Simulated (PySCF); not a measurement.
Radial density of C⁺ (carbon, charge +1)

UHF, [He] 2s2 2p1, 2P determinant. Computed with PySCF 2.14 in cc-pVTZ (4s3p2d1f, 30 functions), with the non-relativistic Hamiltonian (point nucleus).

```json
{"r (bohr)": "0.00499", "4πr²ρ (e/bohr)": "0.03776", "4πr²(ρα − ρβ)": "0.0000"}
{"r (bohr)": "0.00839", "4πr²ρ (e/bohr)": "0.1030", "4πr²(ρα − ρβ)": "0.0000"}
{"r (bohr)": "0.0141", "4πr²ρ (e/bohr)": "0.2712", "4πr²(ρα − ρβ)": "0.0000"}
{"r (bohr)": "0.0238", "4πr²ρ (e/bohr)": "0.6850", "4πr²(ρα − ρβ)": "0.0001"}
{"r (bohr)": "0.0399", "4πr²ρ (e/bohr)": "1.596", "4πr²(ρα − ρβ)": "0.0004"}
{"r (bohr)": "0.0672", "4πr²ρ (e/bohr)": "3.273", "4πr²(ρα − ρβ)": "0.0015"}
{"r (bohr)": "0.113", "4πr²ρ (e/bohr)": "5.396", "4πr²(ρα − ρβ)": "0.0060"}
{"r (bohr)": "0.190", "4πr²ρ (e/bohr)": "6.226", "4πr²(ρα − ρβ)": "0.0262"}
{"r (bohr)": "0.320", "4πr²ρ (e/bohr)": "4.040", "4πr²(ρα − ρβ)": "0.1019"}
{"r (bohr)": "0.538", "4πr²ρ (e/bohr)": "1.531", "4πr²(ρα − ρβ)": "0.3232"}
{"r (bohr)": "0.905", "4πr²ρ (e/bohr)": "1.861", "4πr²(ρα − ρβ)": "0.6195"}
{"r (bohr)": "1.52", "4πr²ρ (e/bohr)": "1.738", "4πr²(ρα − ρβ)": "0.5285"}
{"r (bohr)": "2.56", "4πr²ρ (e/bohr)": "0.3954", "4πr²(ρα − ρβ)": "0.1280"}
{"r (bohr)": "4.31", "4πr²ρ (e/bohr)": "0.01398", "4πr²(ρα − ρβ)": "0.0050"}
{"r (bohr)": "7.24", "4πr²ρ (e/bohr)": "1.451e-05", "4πr²(ρα − ρβ)": "0.0000"}
```
